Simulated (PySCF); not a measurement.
diphosphane cation (H4P2), SMILES PP (connectivity only; charge and spin as stated), charge +1, multiplicity 2.

Geometry optimised at PBE0-D3(BJ)/def2-TZVP. The multiplicity is an assumed one; other spin states were not compared.

The numbers are results of TDA-PBE/def2-TZVPD run with PySCF 2.14.0, not measurements.

Vertical excitations. The molecule is in vacuum.

Q: List the lowest excited states. (An estimate is asked for; the answer gives what the named calculation found.)

A: 
```tsv
state	energy (eV)	λ (nm)	f	main pairs
root 1	3.27	379	0.093	β HOMO→LUMO 89 %
root 2	4.46	278	0.000	β HOMO−1→LUMO 99 %
root 3	4.59	270	0.000	β HOMO−2→LUMO 99 %
root 4	5.38	230	0.008	α HOMO→LUMO+1 98 %
root 5	5.45	227	0.087	α HOMO→LUMO 92 %
root 6	5.72	217	0.001	β HOMO−3→LUMO 99 %
root 7	6.09	204	0.000	α HOMO→LUMO+2 97 %
root 8	6.23	199	0.000	α HOMO→LUMO+3 73 %, β HOMO→LUMO+1 24 %
root 9	6.78	183	0.055	α HOMO→LUMO+4 90 %
root 10	6.80	182	0.000	α HOMO−1→LUMO 26 %, β HOMO→LUMO+2 71 %
```
Unrestricted roots are not spin-pure.
